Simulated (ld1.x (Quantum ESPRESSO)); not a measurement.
# Gd: variants of one PAW potential

Base potential:

| Quantity | Value |
| --- | --- |
| Element | Gd (Z = 64) |
| Generator | ld1.x (Quantum ESPRESSO) 7.5 |
| Type | PAW |
| Functional | PBE |
| Relativity | scalar-relativistic |
| Frozen core | [Kr] 4d10 |
| Valence charge | 18 |
| Reference configuration | 4f7 5s2 5p6 5d2 6s1 6p0 |
| Partial waves | 5s (bound): rcut 2.15, rcutus 2.40 bohr; 6s (bound): rcut 2.15, rcutus 2.40 bohr; 5p (bound): rcut 2.10, rcutus 2.40 bohr; 6p (bound, empty): rcut 2.10, rcutus 2.40 bohr; 5d (bound): rcut 2.70, rcutus 3.20 bohr; 5d channel at 0.55 Ry: rcut 2.70, rcutus 3.20 bohr; 4f (bound): rcut 1.00, rcutus 1.30 bohr; 4f channel at 1.7 Ry: rcut 1.00, rcutus 1.30 bohr |
| Local potential | all-electron potential smoothed inside 1.00 bohr (lloc = -1) |
| Core correction | Bessel-smoothed model core inside 0.75 bohr |
| Augmentation charge | PSQ, inside the norm-conserving radii |

Cutoffs, loose and tight: the cutoffs (Ry, on a coarse ladder) from which the occupation-weighted sum of valence levels, in a spherical-Bessel basis at the reference potential, stays within 10 and 1 mRy of its value at 400 Ry. They do not see the model core or the augmentation charge, which bear on the density cutoff. Test errors are all-electron minus pseudo excitation energies from the reference, over the configurations 4f7 5s2 5p6 5d1 6s2 6p0; 4f7 5s2 5p6 5d1 6s1 6p0; 4f7 5s2 5p6 5d1 6s0 6p0; 4f7 5s2 5p6 5d1 6s1.5 6p0; 4f7 5s2 5p6 5d1.5 6s1.5 6p0; 4f7 5s2 5p5 5d1 6s2 6p0; 4f7 5s2 5p6 5d0 6s2 6p1. A dash means not determined; rows that change the core or the reference have their own tests.

Cutoffs are not given where the Bessel-basis levels miss the radial ones by over 6 mRy, ghosts where they miss by over 20 mRy; a channel whose overlap is not positive is not tested.

A file whose overlap is not positive is unfit for use, and its test errors describe a broken file.

| change | outcome | bound ghosts | largest test error (meV) |
| --- | --- | --- | --- |
| base | generated, overlap not positive | not determined (overlap not positive) | -113 |
| wave 4f channel at 1.7 Ry: rcut 1.00, rcutus 1.30 bohr becomes 4f channel at -0.4 Ry: rcut 1.00, rcutus 1.30 bohr | generated, overlap not positive | not determined (overlap not positive) | -118 |
| wave 4f channel at 1.7 Ry: rcut 1.00, rcutus 1.30 bohr becomes 4f channel at -0.35 Ry: rcut 1.00, rcutus 1.30 bohr | generated, overlap not positive | not determined (overlap not positive) | -118 |
| wave 4f channel at 1.7 Ry: rcut 1.00, rcutus 1.30 bohr becomes 4f channel at -0.24 Ry: rcut 1.00, rcutus 1.30 bohr | generated, overlap not positive | not determined (overlap not positive) | -118 |
| wave 4f channel at 1.7 Ry: rcut 1.00, rcutus 1.30 bohr becomes 4f channel at -0.04 Ry: rcut 1.00, rcutus 1.30 bohr | generated, overlap not positive | not determined (overlap not positive) | -117 |
| wave 4f channel at 1.7 Ry: rcut 1.00, rcutus 1.30 bohr becomes 4f channel at 0.47 Ry: rcut 1.00, rcutus 1.30 bohr | generated, overlap not positive | not determined (overlap not positive) | -115 |
| wave 4f channel at 1.7 Ry: rcut 1.00, rcutus 1.30 bohr becomes 4f channel at 0.91 Ry: rcut 1.00, rcutus 1.30 bohr | generated, overlap not positive | not determined (overlap not positive) | -114 |
| wave 4f channel at 1.7 Ry: rcut 1.00, rcutus 1.30 bohr becomes 4f channel at 1.96 Ry: rcut 1.00, rcutus 1.30 bohr | generated, overlap not positive | not determined (overlap not positive) | -113 |
| wave 4f channel at 1.7 Ry: rcut 1.00, rcutus 1.30 bohr becomes 4f channel at 3.3 Ry: rcut 1.00, rcutus 1.30 bohr | generated, overlap not positive | not determined (overlap not positive) | -112 |
| wave 4f channel at 1.7 Ry: rcut 1.00, rcutus 1.30 bohr becomes 4f channel at 6.12 Ry: rcut 1.00, rcutus 1.30 bohr | generated, overlap not positive | not determined (overlap not positive) | -120 |
